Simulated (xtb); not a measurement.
xtb input (GFN2-xTB):

```bash
xtb mol.xyz --gfn 2 --sp --chrg 0 --uhf 0
```
mol.xyz:
```
8

Cl    -1.43905531    -1.51309021     1.65579091
Si    -1.13711694    -0.23125227     0.09327574
Cl    -2.15465403     1.50942779     0.42551083
Cl    -1.79493723    -1.09221146    -1.63928038
Si     1.13711694     0.23125227    -0.09327574
Cl     1.79493723     1.09221146     1.63928038
Cl     2.15465403    -1.50942779    -0.42551083
Cl     1.43905531     1.51309021    -1.65579091
```

Output:

```
           -------------------------------------------------
          |                Calculation Setup                |
           -------------------------------------------------

           -------------------------------------------------
          |                 G F N 2 - x T B                 |
           -------------------------------------------------

        Reference                      10.1021/acs.jctc.8b01176
      * Hamiltonian:
        H0-scaling (s, p, d)           1.850000    2.230000    2.230000
        zeta-weighting                 0.500000
      * Dispersion:
        s8                             2.700000
        a1                             0.520000
        a2                             5.000000
        s9                             5.000000
      * Repulsion:
        kExp                           1.500000    1.000000
        rExp                           1.000000
      * Coulomb:
        alpha                          2.000000
        third order                    shell-resolved
        anisotropic                    true
        a3                             3.000000
        a5                             4.000000
        cn-shift                       1.200000
        cn-exp                         4.000000
        max-rad                        5.000000

          ...................................................
          :                      SETUP                      :
          :.................................................:
          :  # basis functions                  80          :
          :  # atomic orbitals                  72          :
          :  # shells                           24          :
          :  # electrons                        50          :
          :  max. iterations                   250          :
          :  Hamiltonian                  GFN2-xTB          :
          :  restarted?                      false          :
          :  GBSA solvation                  false          :
          :  PC potential                    false          :
          :  electronic temp.          300.0000000     K    :
          :  accuracy                    1.0000000          :
          :  -> integral cutoff          0.2500000E+02      :
          :  -> integral neglect         0.1000000E-07      :
          :  -> SCF convergence          0.1000000E-05 Eh   :
          :  -> wf. convergence          0.1000000E-03 e    :
          :  Broyden damping             0.4000000          :
          :  net charge                          0          :
          :  unpaired electrons                  0          :
          ...................................................

 iter      E             dE          RMSdq      gap      omega  full diag
   1    -30.8667697 -0.308668E+02  0.719E+00    5.43       0.0  T
   2    -30.9865024 -0.119733E+00  0.581E+00    4.50       1.0  T
   3    -31.0455832 -0.590808E-01  0.263E+00    4.91       1.0  T
   4    -31.0261375  0.194457E-01  0.255E+00    4.63       1.0  T
   5    -31.0500771 -0.239396E-01  0.550E-01    4.85       1.0  T
   6    -31.0498517  0.225340E-03  0.191E-01    4.87       1.0  T
   7    -31.0498126  0.390749E-04  0.251E-01    4.87       1.0  T
   8    -31.0500858 -0.273189E-03  0.503E-02    4.85       1.0  T
   9    -31.0500957 -0.986542E-05  0.239E-02    4.85       1.5  T
  10    -31.0500971 -0.140222E-05  0.145E-02    4.85       2.4  T
  11    -31.0500981 -0.997914E-06  0.377E-03    4.85       9.4  T
  12    -31.0500982 -0.758671E-07  0.735E-04    4.85      48.1  T
  13    -31.0500982 -0.163220E-08  0.585E-04    4.85      60.4  T

   *** convergence criteria satisfied after 13 iterations ***

         #    Occupation            Energy/Eh            Energy/eV
      -------------------------------------------------------------
         1        2.0000           -1.0984561             -29.8905
       ...           ...                  ...                  ...
        19        2.0000           -0.4602697             -12.5246
        20        2.0000           -0.4602697             -12.5246
        21        2.0000           -0.4581661             -12.4673
        22        2.0000           -0.4581661             -12.4673
        23        2.0000           -0.4560198             -12.4089
        24        2.0000           -0.4556185             -12.3980
        25        2.0000           -0.4210016             -11.4560 (HOMO)
        26                         -0.2428495              -6.6083 (LUMO)
        27                         -0.2428494              -6.6083
        28                         -0.2019784              -5.4961
        29                         -0.1978818              -5.3846
        30                         -0.1809789              -4.9247
       ...                                ...                  ...
        72                          0.7388979              20.1064
      -------------------------------------------------------------
                  HL-Gap            0.1781522 Eh            4.8478 eV
             Fermi-level           -0.3319255 Eh           -9.0322 eV

 SCC (total)                   0 d,  0 h,  0 min,  0.018 sec
 SCC setup                      ...        0 min,  0.000 sec (  0.386%)
 Dispersion                     ...        0 min,  0.000 sec (  0.138%)
 classical contributions        ...        0 min,  0.000 sec (  0.054%)
 integral evaluation            ...        0 min,  0.003 sec ( 16.561%)
 iterations                     ...        0 min,  0.009 sec ( 51.333%)
 molecular gradient             ...        0 min,  0.006 sec ( 30.946%)
 printout                       ...        0 min,  0.000 sec (  0.529%)

         :::::::::::::::::::::::::::::::::::::::::::::::::::::
         ::                     SUMMARY                     ::
         :::::::::::::::::::::::::::::::::::::::::::::::::::::
         :: total energy             -31.010361731113 Eh    ::
         :: gradient norm              0.022317447608 Eh/a0 ::
         :: HOMO-LUMO gap              4.847767416478 eV    ::
         ::.................................................::
         :: SCC energy               -31.050048087054 Eh    ::
         :: -> isotropic ES            0.048200378857 Eh    ::
         :: -> anisotropic ES          0.001279493793 Eh    ::
         :: -> anisotropic XC         -0.000709290967 Eh    ::
         :: -> dispersion             -0.015230179638 Eh    ::
         :: repulsion energy           0.039686355941 Eh    ::
         :: add. restraining           0.000000000000 Eh    ::
         :: total charge              -0.000000000000 e     ::
         :::::::::::::::::::::::::::::::::::::::::::::::::::::

           -------------------------------------------------
          |                Property Printout                |
           -------------------------------------------------

    * Orbital Energies and Occupations

         #    Occupation            Energy/Eh            Energy/eV
      -------------------------------------------------------------
         1        2.0000           -1.0984561             -29.8905
       ...           ...                  ...                  ...
        13        2.0000           -0.4935022             -13.4289
        14        2.0000           -0.4743888             -12.9088
        15        2.0000           -0.4700217             -12.7899
        16        2.0000           -0.4700217             -12.7899
        17        2.0000           -0.4688888             -12.7591
        18        2.0000           -0.4688888             -12.7591
        19        2.0000           -0.4602697             -12.5246
        20        2.0000           -0.4602697             -12.5246
        21        2.0000           -0.4581661             -12.4673
        22        2.0000           -0.4581661             -12.4673
        23        2.0000           -0.4560198             -12.4089
        24        2.0000           -0.4556185             -12.3980
        25        2.0000           -0.4210016             -11.4560 (HOMO)
        26                         -0.2428495              -6.6083 (LUMO)
        27                         -0.2428494              -6.6083
        28                         -0.2019784              -5.4961
        29                         -0.1978818              -5.3846
        30                         -0.1809789              -4.9247
        31                         -0.1809789              -4.9247
        32                         -0.1398035              -3.8042
        33                         -0.0669024              -1.8205
        34                         -0.0669024              -1.8205
        35                         -0.0362987              -0.9877
        36                         -0.0362987              -0.9877
       ...                                ...                  ...
        72                          0.7388979              20.1064
      -------------------------------------------------------------
                  HL-Gap            0.1781522 Eh            4.8478 eV
             Fermi-level           -0.3319255 Eh           -9.0322 eV

     #   Z          covCN         q      C6AA      α(0)
     1  17 Cl       0.808    -0.168   104.298    15.623
     2  14 Si       3.348     0.503   112.633    21.199
     3  17 Cl       0.808    -0.168   104.298    15.623
     4  17 Cl       0.808    -0.168   104.298    15.623
     5  14 Si       3.348     0.503   112.633    21.199
     6  17 Cl       0.808    -0.168   104.298    15.623
     7  17 Cl       0.808    -0.168   104.298    15.623
     8  17 Cl       0.808    -0.168   104.298    15.623

 Mol. C6AA /au·bohr⁶  :       6721.888659
 Mol. C8AA /au·bohr⁸  :     326366.790526
 Mol. α(0) /au        :        136.136334

Wiberg/Mayer (AO) data.
largest (>0.10) Wiberg bond orders for each atom

 ---------------------------------------------------------------------------
     #   Z sym  total        # sym  WBO       # sym  WBO       # sym  WBO
 ---------------------------------------------------------------------------
     1  17 Cl   1.303 --     2 Si   1.154
     2  14 Si   4.245 --     1 Cl   1.154     3 Cl   1.154     4 Cl   1.154
                             5 Si   0.683
     3  17 Cl   1.303 --     2 Si   1.154
     4  17 Cl   1.303 --     2 Si   1.154
     5  14 Si   4.245 --     8 Cl   1.154     7 Cl   1.154     6 Cl   1.154
                             2 Si   0.683
     6  17 Cl   1.303 --     5 Si   1.154
     7  17 Cl   1.303 --     5 Si   1.154
     8  17 Cl   1.303 --     5 Si   1.154
 ---------------------------------------------------------------------------

Topologies differ in total number of bonds
Writing topology from bond orders to xtbtopo.mol

molecular dipole:
                 x           y           z       tot (Debye)
 q only:        0.000      -0.000      -0.000
   full:       -0.000      -0.000       0.000       0.000
molecular quadrupole (traceless):
                xx          xy          yy          xz          yz          zz
 q only:       -0.555      -0.174       0.263       0.070       0.014       0.293
  q+dip:        0.679       0.212      -0.322      -0.086      -0.017      -0.358
   full:        1.323       0.414      -0.626      -0.167      -0.034      -0.697

           -------------------------------------------------
          | TOTAL ENERGY              -31.010361731113 Eh   |
          | GRADIENT NORM               0.022317447608 Eh/α |
          | HOMO-LUMO GAP               4.847767416478 eV   |
           -------------------------------------------------

------------------------------------------------------------------------
------------------------------------------------------------------------
 total:
Note: The following floating-point exceptions are signalling: IEEE_UNDERFLOW_FLAG IEEE_DENORMAL
normal termination of xtb
 SCF:
```
